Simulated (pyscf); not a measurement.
Single points on ωB97X-D3(BJ)/def2-SVP structures (PySCF, gas phase). MP2 and CC: frozen core, UHF for open shells. ΔMP2 is the change of the MP2 total energy from the triple- to the quadruple-zeta basis.

H₂Si=AsH -> :HSi–AsH₂ [singlet]
Surface: singlet. Broken: H–Si. Formed: As–H. Give ΔE‡ and ΔE from CCSD(T)/def2-TZVPP + ΔMP2(QZVPP), relative to the reactant's lowest minimum found.

ΔE‡ = 144.7 kJ/mol, ΔE = +82.9 kJ/mol. Zero-point energy shifts the barrier by -5.3 kJ/mol. It is a hydrogen shift, with an imaginary mode of 933i cm⁻¹. One saddle was located; it need not be the lowest between these sides. A restricted solution here is unstable towards spin polarisation, so biradical character is likely and single-reference numbers are less safe. The CCSD(T) − MP2 part came from Ansatz, without density fitting, on the same reference. The largest closed-shell T1 diagnostic is 0.031, which may signal static correlation. The frozen core leaves the outer d or s,p core shells of the metals and heavy elements correlated in the MP2 and CC values, and def2-TZVPP describes them poorly, which can shift differences by a few kcal/mol. Elements up to Kr have no core potential and no relativistic terms here.
